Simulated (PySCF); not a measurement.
# Two-component Hartree-Fock for Sr²⁺ (strontium, charge +2)

Start: [Kr]. Calculated with PySCF 2.14 in x2c-QZVPPall-2c (13s12p8d3f2g, 128 functions): generalised Hartree-Fock with the X2C-1e Hamiltonian and a Gaussian nucleus; one run each with spin-orbit coupling (SO) switched off, then screened by Boettger's factors.

```csv
spinor shell,electrons,"ε, spin-free (eV)","ε, screened SO (eV)",weight of nominal j (screened SO),"rms radius, screened SO (bohr)"
1s1/2,2,-16211.4,-16210.9,1.000,0.0451
2s1/2,2,-2275.2,-2275.0,1.000,0.187
2p1/2,2,-2017.3,-2064.5,1.000,0.164
2p3/2,4,-2017.3,-1994.9,1.000,0.167
3s1/2,2,-393.25,-393.20,1.000,0.523
3p1/2,2,-307.46,-315.03,1.000,0.528
3p3/2,4,-307.46,-303.86,1.000,0.539
3d3/2,4,-165.59,-166.73,1.000,0.545
3d5/2,6,-165.59,-164.80,1.000,0.548
4s1/2,2,-66.236,-66.228,1.000,1.45
4p1/2,2,-43.048,-43.926,1.000,1.64
4p3/2,4,-43.048,-42.627,1.000,1.67
```

```json
{"quantity": "E (hartree)", "spin-free": "-3176.66721", "screened SO": "-3176.91660"}
{"quantity": "M_J", "spin-free": "0", "screened SO": "0"}
{"quantity": "⟨J²⟩", "spin-free": "0.000", "screened SO": "0.000"}
{"quantity": "⟨L²⟩", "spin-free": "0.000", "screened SO": "0.006"}
{"quantity": "⟨S²⟩", "spin-free": "0.000", "screened SO": "0.006"}
```

Breit and QED terms are absent; they matter most for the inner s and p1/2 levels.

Densities and radii are taken from the X2C orbitals without a picture-change correction, which distorts them close to the nucleus.

Without spin-orbit coupling the j labels of p, d and f shells carry no meaning; the spin-free column gives the mean over the occupied spinors of each nl shell.
